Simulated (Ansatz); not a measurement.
Cost against result

Saddle point of Si2NH9O, singlet (SiNH₅ ([NH2][SiH3]) + SiH₄O ([OH][SiH3]) → Si₂NH₇O ([NH2][SiH2][O][SiH3]) + H₂; bonds formed: Si1–O7, H2–H6; bonds broken: Si1–H2, H6–O7), PBE0-D4/def2-TZVP structure:

Si1  (-0.873, 0.322, 0.711)
H2  (-0.040, -0.726, 1.786)
H3  (-1.294, 1.000, -0.574)
H4  (-2.175, -0.153, 1.250)
N5  (0.032, 1.618, 1.354)
H6  (0.247, -1.232, 0.734)
O7  (-0.073, -1.042, -0.291)
Si8  (0.758, -0.979, -1.750)
H9  (-0.053, 2.549, 0.982)
H10  (0.501, 1.576, 2.243)
H11  (1.708, -2.116, -1.742)
H12  (1.484, 0.307, -1.857)
H13  (-0.224, -1.121, -2.847)
(Å)

Barriers are electronic and count from the start structure reached by relaxing down the imaginary mode.

Ansatz 0.2.0; basis: as named in each row; cores frozen in the correlated methods. B3LYP uses VWN-RPA correlation. Extrapolation: Hartree–Fock as exp(−7.88 √X), correlation as X^−2.97.

Times are rough, for one single point on 8 threads of a shared host (Intel Xeon Platinum 8259CL).

The estimate by CCSD(T) at an estimated basis limit (MP2 extrapolated from triple and quadruple zeta, plus CCSD(T) − MP2 in triple zeta) is 31.66 kcal/mol.

```tsv
method	basis	time (s)	barrier (kcal/mol)	method less estimate
HF	STO-3G	under 1	61.84	30.18
PBE-D4	STO-3G	under 1	20.43	-11.23
SPW92	def2-SVP	under 1	15.29	-16.37
B3LYP-D4	6-31G	under 1	28.74	-2.92
PBE-D4	def2-SVP	under 1	23.86	-7.80
PBE0-D4	def2-SVP	under 1	27.32	-4.34
SPW92	def2-TZVPP	1	17.10	-14.56
PBE-D4	def2-TZVPP	1	25.39	-6.27
BLYP-D4	def2-TZVPP	1	29.11	-2.55
B3LYP-D4	def2-TZVPP	2	31.00	-0.66
PBE0-D4	def2-TZVPP	2	28.31	-3.35
BHLYP-D4	def2-TZVPP	2	34.27	2.61
r2SCAN-D4	def2-TZVPP	2	27.30	-4.36
CAM-B3LYP-D4	def2-TZVPP	2	31.20	-0.47
CCSD(T)	def2-SVP	3	33.57	1.91
wB97M-V	def2-SVP	3	28.53	-3.13
r2SCAN0-D4	def2-TZVPP	3	29.32	-2.34
RPA on PBE	def2-TZVPP	4	33.26	1.60
B2PLYP	def2-TZVPP	4	32.28	0.62
PBE-QIDH	def2-TZVPP	4	30.40	-1.27
wB97X-V	def2-TZVPP	4	31.65	-0.02
B97M-V	def2-TZVPP	4	29.32	-2.35
wB97M-V	def2-TZVPP	5	30.45	-1.21
MP2	def2-QZVPP	17	30.28	-1.38
CCSD(T)	def2-TZVPP	57	32.25	0.59
```

All methods are single points on the PBE0-D4 structures.

The T1 diagnostic stays at or below 0.012.

Labels in which every atom is bracketed show which atoms are joined, not bond orders.
